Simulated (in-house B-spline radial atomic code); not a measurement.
Ge²⁺. Computed with a B-spline radial atomic code. Model: non-relativistic spherical atom: semilocal Troullier-Martins pseudo-atom, one channel per l, against all electrons, high spin, G0W0 and RPA with empty states to l = 8, local potential for every l without a channel, a model core (radius 0 = none) keeps its share of the functional.

What the tables leave out is listed at the end.

The pseudopotential gives back the lowest level of each angular momentum of its own functional in the configuration it was made in; a second state of the same l is only approximately right. Exact exchange, RPA and GW see the smooth pseudo-orbitals and miss the exchange with the core, for which the functional's share stands in. The column with an uncorrelated core keeps all orbitals and exact exchange, and so separates missing core correlation from pseudisation. Only the three outermost levels and the lowest empty one were computed. RPA here is direct RPA, with no exchange kernel, and its energies carry an (l + 1/2)⁻⁴ tail. A hybrid on a potential with a model core restores only its own semilocal share of the core's exchange.

Command:
```bash
python run_psgw.py task.json out
```
Settings (lengths in bohr, energies in hartree):
```
Z                      32
electrons              30
configuration          [Ar] 3d10 4s2
generated_in           [Ar] 3d10 4s2 4p2
functional             lda,vwn
core_shells            3
radius_factor          1.15
core_correction        False
ion_configuration      [Ar] 3d10 4s1
```

Run time, properties included: 27 s on 1 thread of Intel(R) Xeon(R) 6975P-C (Granite Rapids), on a shared host.

Given: made with LDA VWN5; model core radius 0 bohr; local radius 0.795 bohr; mean-field start LDA VWN5.

Valence shells of the generating configuration: 3s, 3p, 3d, 4s, 4p.

Channel: s 0.629, p 0.629, d 1.738 (radii in bohr).

Computed: largest level miss in the spin-unpolarised generating configuration 0.119 eV; valence RPA correlation energy all-electron orbitals -1.4891 hartree; all-electron RPA polarisability, core included 8.6097 bohr³; ionisation by mean-field all-electron 34.273 eV; ionisation by mean-field pseudo minus all 0.231 eV; ionisation by RPA all-electron 34.008 eV; ionisation by RPA pseudo minus all 0.305 eV.

| level | occupied | mean-field all-electron (eV) | mean-field pseudo minus all (eV) | G0W0 all-electron (eV) | G0W0 uncorrelated core minus all (eV) | G0W0 pseudo minus all (eV) | exchange self-energy all-electron (eV) | exchange self-energy pseudo (eV) |
| --- | --- | --- | --- | --- | --- | --- | --- | --- |
| 4s | 1 | -29.161 | -0.187 | -34.035 | 0.007 | -0.269 | -16.734 | -16.019 |
| 4p (empty) | 0 | -20.108 | -0.062 | -16.051 | 0.01 | 0.051 | -5.3672 | -4.763 |

Problem. What is the pseudo-atom RPA polarisability?

Solution. 8.4564 bohr³.

Problem. What is the valence RPA correlation energy pseudo?

Solution. -1.2798 hartree.

Given: mean-field start PBE0.

Computed: valence RPA correlation energy all-electron orbitals -1.4282 hartree; valence RPA correlation energy pseudo -1.2318 hartree; all-electron RPA polarisability, core included 8.0152 bohr³; pseudo-atom RPA polarisability 7.938 bohr³; ionisation by mean-field all-electron 33.513 eV; ionisation by mean-field pseudo minus all 0.156 eV.

```tsv
level	occupied	mean-field all-electron (eV)	mean-field pseudo minus all (eV)	G0W0 all-electron (eV)	G0W0 uncorrelated core minus all (eV)	G0W0 pseudo minus all (eV)	exchange self-energy all-electron (eV)	exchange self-energy pseudo (eV)
4s	1	-29.806	-0.114	-33.877	0.007	-0.257	-16.381	-15.68
3d	1	-53.867	-0.295	-61.034	0.089	-0.209	-63.158	-53.019
4p (empty)	0	-18.694	-0.051	-16.046	0.008	0.012	-4.9666	-4.4332
```

Problem. What is the ionisation by RPA pseudo minus all?

Solution. 0.303 eV.

Problem. What is the ionisation by RPA all-electron?

Solution. 33.836 eV.

Given: mean-field start Hartree-Fock.

Computed: valence RPA correlation energy all-electron orbitals -1.2903 hartree; all-electron RPA polarisability, core included 6.6628 bohr³; ionisation by mean-field all-electron 31.718 eV; ionisation by mean-field pseudo minus all 0.275 eV; ionisation by RPA all-electron 33.421 eV; ionisation by RPA pseudo minus all 0.316 eV.

```tsv
level	occupied	mean-field all-electron (eV)	mean-field pseudo minus all (eV)	G0W0 all-electron (eV)	G0W0 uncorrelated core minus all (eV)	G0W0 pseudo minus all (eV)	exchange self-energy all-electron (eV)	exchange self-energy pseudo (eV)
4s	1	-31.963	-0.279	-33.573	0.007	-0.346	-15.642	-15.177
3d	1	-64.434	0.776	-62.051	0.105	-0.302	-63.561	-53.273
4p (empty)	0	-14.955	-0.093	-15.931	0.006	-0.052	-4.0737	-3.7499
```

Problem. What is the pseudo-atom RPA polarisability?

Solution. 6.5314 bohr³.

Problem. What is the valence RPA correlation energy pseudo?

Solution. -1.1235 hartree.

Among the listed levels the largest G0W0 shift of the pseudo-atom is -0.35 eV, for 4s on the Hartree-Fock start, while leaving the core uncorrelated moves that level by +0.01 eV. So pseudisation and the lost core exchange, not the missing core correlation, make the error. Not in the tables (levels of low weight, unsolved or above zero; the highest and the empty levels are kept at any weight): on LDA the G0W0 levels 3d (pseudo minus all -0.39 eV, weights 0.76 and 0.45), 3p (pseudo minus all -1.82 eV, weights 0.43 and 0.01); on PBE0 the G0W0 levels 3p (pseudo minus all -1.27 eV, weights 0.50 and 0.30); on Hartree-Fock the G0W0 levels 3p (pseudo minus all -1.93 eV, weights 0.09 and 0.07).
